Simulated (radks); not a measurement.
Question: Calculated with a radial shooting solver on a logarithmic mesh with Libxc functionals: scalar-relativistic Kohn-Sham, LDA (Slater exchange, Perdew-Wang correlation), spin-polarised, spherical densities, finite nucleus; open shells are filled with parallel spins first (spin-orbit coupling, left out, can overturn this in heavy ions); Fermi nuclear charge, rms radius of each element as measured or else 0.836 A^(1/3) + 0.57 fm. Each species is in its NIST ground configuration. Rank Pd, Ni, Pt by radius at which the density is 0.001 e/bohr^3 (bohr), largest first.

Answer: Pt 4.34, Ni 4.30, Pd 4.08.
